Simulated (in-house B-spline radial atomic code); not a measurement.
**How G0W0 and RPA depend on the start: Ag II (Ag+)**

Configuration [Kr] 4d10. Computed with an all-electron radial atomic-structure program (B-spline basis): all electrons, non-relativistic, point nucleus, each spin shell either full or empty, empty states to l = 9 with an (l + 1/2)⁻⁴ tail; G0W0 by contour deformation at full frequency.

Without relativity these are model numbers: it shifts the levels of so heavy an element strongly and can reorder them.

```csv
start,mean-field 4d (eV),G0W0 (eV),QP weight,RPA correlation (Eh)
Hartree-Fock,-22.458,-22.392,0.944,-3.2389
PBE0,-17.742,-22.120,0.891,-3.4551
r2SCAN,-16.045,-21.695,0.776,-3.4857
HSE06,-17.331,-22.077,0.878,-3.4634
B3LYP (VWN-RPA),-17.476,?,?,?
SCAN,-16.046,-21.695,0.755,-3.4841
BHandHLYP,-19.584,-22.351,0.917,-3.3792
CAM-B3LYP,-19.305,?,?,?
LC-wPBE,-20.512,-22.544,0.927,-3.4276
wB97X,-20.228,-22.509,0.927,-3.4139
BLYP,-15.817,-22.243,0.695,-3.5445
r2SCAN0,-17.907,-22.026,0.899,-3.4193
LDA exchange-only,-14.721,-22.289,0.787,-3.5492
```

Q: What G0W0 level, weight and RPA correlation energy follow from the B3LYP (VWN-RPA) start?

A: G0W0 level -22.233 eV, weight 0.877, RPA correlation -3.4747 hartree.

Q: What G0W0 level, weight and RPA correlation energy follow from the CAM-B3LYP start?

A: G0W0 level -22.547 eV, weight 0.912, RPA correlation -3.4348 hartree.

Q: How much of the dependence on the start does G0W0 remove?

A: The mean-field levels span 7.74 eV and the G0W0 levels 0.852 eV. Against 21.484 eV (NIST, measured) the G0W0 removal energies are off by +0.21 to +1.06 eV, with relativity, Breit and QED terms left out.
